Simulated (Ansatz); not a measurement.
FH₃NOSc (`[NH2][Sc]([OH])[F]`), relaxed with RKS PBE0-D4/def2-TZVP in Ansatz 0.2.0 from a GFN2-xTB geometry. The force threshold is 0.005 eV/Å; the program also tests the step.

The species carries charge 0 and has multiplicity 1.

Start:

```xyz
7

N     1.399   -0.130    0.499
Sc   -0.322    0.085   -0.478
O    -1.987    0.057    0.193
F    -0.147    0.337   -2.248
H     2.301   -0.105    0.016
H     1.635   -0.283    1.479
H    -2.879    0.039    0.539
```

Question: By how much does the energy fall, and how many steps does the optimiser take? (An estimate is asked.)

Answer: Computed: 3.69 kcal/mol, in 9 steps, 1 of them rejected.

Question: Which bonds change most? (Best estimate.)

Answer: The calculation gave: Sc2–O3 from 1.795 to 1.867 Å; Sc2–F4 from 1.796 to 1.859 Å; N1–Sc2 from 1.991 to 1.978 Å; N1–H5 from 1.023 to 1.012 Å.

Question: Give the relaxed structure. (Estimate.)

Answer: The calculation gave: 
```xyz
7

N     1.370   -0.126    0.465
Sc   -0.289    0.098   -0.588
O    -1.900    0.028    0.354
F    -0.111    0.360   -2.419
H     2.316   -0.113    0.104
H     1.428   -0.275    1.464
H    -2.814    0.028    0.620
```
